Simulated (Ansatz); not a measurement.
Li₇Al₃⁺. Charge 1, multiplicity 2. Geometry PBE0-D4/def2-SVP, basis def2-TZVP, Ansatz.

```xyz
10

Li    1.548    2.605   -1.215
Li   -0.303   -0.058   -2.854
Li    0.270    1.584    2.359
Li   -1.639    2.808   -0.446
Li    0.045   -3.638    1.151
Li   -2.184   -0.461    0.949
Li    2.214   -0.768   -0.566
Al    0.286   -1.041    1.685
Al   -0.210   -1.833   -0.808
Al   -0.027    0.802   -0.255
```

```csv
run,HOMO (eV),LUMO (eV)
A,-6.62,-4.69
B,-6.57,-4.93
C,-6.06,-5.21
D,-6.06,-5.72
E,-6.06,-5.55
```

The structure comes from a short search, and lower isomers may exist.

HOMO and LUMO are taken over both spins.

The runs used LDA (SPW92), PBE, PBE0, r2SCAN, r2SCAN0. Estimate which is which.

A r2SCAN0 (25 % exact exchange); B PBE0 (25 % exact exchange); C r2SCAN (0 % exact exchange); D LDA (SPW92) (0 % exact exchange); E PBE (0 % exact exchange). Exact exchange lowers occupied and raises empty levels; among semilocal functionals meta-GGAs tend to open the gap a little, and such runs are hard to tell apart. The gap grows from 0.33 eV (LDA (SPW92)) to 1.92 eV (r2SCAN0). At r2SCAN0-D4/def2-TZVP, r2SCAN-D4/def2-TZVP the charge 1 doublet is spin-contaminated (final ⟨S²⟩ up to 1.01, 0.75 for a pure state).
